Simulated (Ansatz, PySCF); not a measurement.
C2H4O3. Atoms are numbered in the order given.

```xyz
9

C      0.0356    -1.8316     0.0000
O      0.7036    -0.5716     0.0000
C     -0.0902     0.4980     0.0000
O     -1.2957     0.4865     0.0000
O      0.6719     1.6001     0.0000
H      0.8252    -2.5926     0.0000
H     -0.5977    -1.9389    -0.8936
H     -0.5977    -1.9389     0.8936
H      0.0602     2.3522     0.0000
```
Charge 0, spin multiplicity 1.

The structure is a stationary point at B3LYP-D3(BJ)/def2-SVP. The values are those of a single conformer.

Vertical ionisation energy (IE) and electron affinity (EA) in eV. Rows of orbital energies are one-electron estimates. Where ΔSCF, EOM or ADC give a negative EA the extra electron is unbound and the value depends on the basis.

```json
[
 {"level": "−ε(HOMO), −ε(LUMO), CAM-B3LYP/def2-TZVP (PySCF)", "IE": "10.10", "EA": "-1.70"},
 {"level": "−ε(HOMO), −ε(LUMO), PBE/def2-TZVP (PySCF)", "IE": "6.78", "EA": "0.14"},
 {"level": "ΔSCF, CAM-B3LYP/def2-SVPD (Ansatz), final states of multiplicity 2 and 2", "IE": "?", "EA": "?"},
 {"level": "ΔSCF, PBE/def2-SVPD (Ansatz), final states of multiplicity 2 and 2", "IE": "10.85", "EA": "-1.21"}
]
```

Task: Fill in the missing entries. (An estimate is asked for; the answer gives what the named calculation found.)

Result: 
- ΔSCF, CAM-B3LYP/def2-SVPD (Ansatz, a first-principles code), final states of multiplicity 2 and 2, IE: 11.45
- ΔSCF, CAM-B3LYP/def2-SVPD (Ansatz), final states of multiplicity 2 and 2, EA: -1.46

Task: What vertical singlet–triplet gap does ΔSCF give with CAM-B3LYP/def2-SVPD (Ansatz) and with PBE/def2-SVPD (Ansatz)? (Estimate from the structure and the level; the computed values follow.)

Result: 6.63 and 6.60 eV (triplet above singlet where positive).
